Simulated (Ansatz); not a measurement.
Ideal-gas functions of CH$_{4}$AlNO, SMILES `N=[C](O)[AlH2]` at 600 K and 1 bar, from an Ansatz frequency run at PBE0-D4/def2-TZVP.

Molar mass 73.03 g/mol, point group Cs (symmetry number 1), electronic degeneracy 1, moments of inertia 46.569, 118.48, 165.05 u Å². Harmonic wavenumbers (cm⁻¹, unscaled): 94, 171, 343, 402, 514, 609, 666, 671, 774, 878, 1092, 1234, 1378, 1663, 1934, 1954, 3523, 3699.

Use S(trans) = R[1.5 ln M + 2.5 ln T − 1.1517]; rotational temperatures θ = 24.2544 K / I; S(rot) = R[ln(√π/σ · √(T³/θAθBθC)) + 1.5]; for each mode x = 1.438777 ν̃/T, S = R[x/(eˣ − 1) − ln(1 − e⁻ˣ)] and H = RT x/(eˣ − 1); 1 cm⁻¹ = 0.0119627 kJ/mol; R = 8.31446 J/(mol·K).

By hand: the entropy, in J/(mol·K).

Translation 176.9. Rotation: θ = 0.5208, 0.2047, 0.147 K, giving 114.3. Vibration, mode by mode: 20.72, 15.78, 10.17, 8.93, 7.08, 5.87, 5.25, 5.20, 4.27, 3.51, 2.34, 1.79, 1.36, 0.78, 0.46, 0.44, 0.02, 0.01, in all 94.0. Electronic 0.0. Sum 385.2 J/(mol·K).

By hand: H − E and G − E in kJ/mol, counted from the electronic energy.

Zero-point energy ½ × 21599 × 0.0119627 = 129.2; thermal vibration 29.9; translation, rotation and pV give 4 RT = 20.0. H − E = 179.1 kJ/mol, and G − E = 179.1 − 600 × 385.2/1000 = -52.0 kJ/mol.

Vibration gives 24 % of the entropy, 20.7 J/(mol·K) of it from the mode under 150 cm⁻¹: soft modes count most, and the harmonic formula is weakest for them. The sum counts one conformer and one mirror image; others add a mixing term.
